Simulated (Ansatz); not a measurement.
Species: CH3Si, net charge 0, doublet state. SMILES: C[Si]
Structure (B3LYP-D3(BJ)/def2-TZVP (Ansatz, an electronic-structure program) minimum search):
```xyz
5

C     -1.1030     0.0446     0.0262
Si     0.7938    -0.0232    -0.0072
H     -1.4093    -0.5919    -0.8203
H     -1.5274     1.0350    -0.1585
H     -1.5592    -0.3861     0.9215
```
Charge 0, spin multiplicity 2.

PBE beside other levels, property by property. Valence correlation only, unless marked. Open shells are spin-unrestricted. Spin-orbit coupling is left out. Non-relativistic. CBS marks a two-point X^-3 extrapolation of the correlation energy; Hartree-Fock from the larger set. The bracket is a focal-point correction in the basis named. Atomisation energies are electronic, to ground-state atoms; the column to compare with has the core term from cc-pwCVTZ added, other frozen-core levels have none. Vertical energies are electronic, to the SCF solution reached for that spin. Anions need diffuse functions, of which def2-TZVPD holds fewer than the aug- sets. The coupled-cluster column (Ansatz) is a level with limits of its own: (a) RI-MP2/CBS(aug-cc-pV(T+d)Z,aug-cc-pV(Q+d)Z)+[CCSD(T)-MP2]/aug-cc-pV(T+d)Z; (b) CCSD(T)/CBS(cc-pV(T+d)Z,cc-pV(Q+d)Z).

| property | PBE/def2-TZVPD (Ansatz) | wB97M-V/def2-TZVPD (Ansatz) | B2PLYP-D3(BJ)/def2-TZVPD (Ansatz + dftd3) | CCSD(T)/aug-cc-pV(T+d)Z (Ansatz) | coupled cluster |
|---|---|---|---|---|---|
| atomisation energy (kcal/mol) | 382.5 | 379.9 | 375.2 | 371.4 | 379.5 (b) |
| vertical electron affinity to the triplet (eV) | 0.69 | 0.49 | 0.54 | 0.77 | 0.80 (a) |

As the rows show:
- atomisation energy: PBE lies 3.0 kcal/mol above coupled cluster.
- vertical electron affinity to the triplet: PBE lies 0.11 eV below coupled cluster.
